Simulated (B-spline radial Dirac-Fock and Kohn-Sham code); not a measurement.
## The Mo-like isoelectronic sequence (42 electrons), Z = 68 to 83

Model: ΔSCF Dirac-Fock with Breit, self-energy and vacuum polarisation, finite nucleus, configuration average. Program: an atomic code on a B-spline grid. Binding energies in eV, tabulated ground configurations ([Kr] 4d6 throughout). The model has no electron correlation.

| ion | 2p1/2 | 3s | 3d3/2 | 4p3/2 | outermost level | NIST ionisation energy |
| --- | --- | --- | --- | --- | --- | --- |
| Er²⁶⁺ | 10159.4 | 3107.4 | 2336.6 | 1099.8 | 947.9 (4d) | 943 ± 4 |
| Tm²⁷⁺ | 10575.8 | 3259.4 | 2460.8 | 1165.1 | 1008.6 (4d) | 1004 ± 4 |
| Yb²⁸⁺ | 11002.7 | 3415.6 | 2588.1 | 1232.3 | 1071.0 (4d) | 1065 ± 4 |
| Lu²⁹⁺ | 11440.3 | 3575.9 | 2718.6 | 1301.2 | 1135.1 (4d) | 1130 ± 4 |
| Hf³⁰⁺ | 11888.8 | 3740.6 | 2852.3 | 1371.9 | 1201.0 (4d) | 1195 ± 4 |
| Ta³¹⁺ | 12348.4 | 3909.5 | 2989.2 | 1444.5 | 1268.6 (4d) | 1262 ± 4 |
| W³²⁺ | 12819.2 | 4082.8 | 3129.4 | 1518.9 | 1338.1 (4d) | 1335.1 ± 1.4 |
| Re³³⁺ | 13301.5 | 4260.6 | 3272.7 | 1595.0 | 1409.2 (4d) | 1402 ± 5 |
| Os³⁴⁺ | ? | ? | ? | ? | ? | ? |
| Ir³⁵⁺ | 14301.3 | 4629.6 | 3569.1 | 1752.8 | 1556.8 (4d) | 1548 ± 5 |
| Pt³⁶⁺ | 14819.2 | 4821.0 | 3722.1 | 1834.5 | 1633.3 (4d) | 1624 ± 5 |
| Au³⁷⁺ | 15349.5 | 5017.1 | 3878.4 | 1917.9 | 1711.5 (4d) | 1702 ± 4 |
| Hg³⁸⁺ | 15892.4 | 5217.9 | 4037.9 | 2003.2 | 1791.5 (4d) | 1780 ± 4 |
| Tl³⁹⁺ | 16448.1 | 5423.6 | 4200.7 | 2090.4 | 1873.2 (4d) | 1862 ± 4 |
| Pb⁴⁰⁺ | 17016.9 | 5634.2 | 4366.7 | 2179.3 | 1956.7 (4d) | 1945 ± 4 |
| Bi⁴¹⁺ | 17599.2 | 5849.8 | 4536.0 | 2270.2 | 2042.0 (4d) | 2029 ± 4 |

Q: Fill in the row of Os³⁴⁺.

A: 2p1/2 13795.4, 3s 4442.8, 3d3/2 3419.3, 4p3/2 1673.0, outermost 1482.1 (4d), NIST 1474 ± 5 eV.

NIST's values are for the lowest levels; a dash marks a value that is missing or belongs to another shell. Their kind here: semi-empirical, theoretical. Where a p, d or f shell is open in either ion the computed value averages over both j values and all terms, while the table refers to the lowest levels; that difference holds spin-orbit splitting (largest in heavy or highly charged ions), term energies where several electrons share open shells, and correlation, and it can reach 10 % or more.
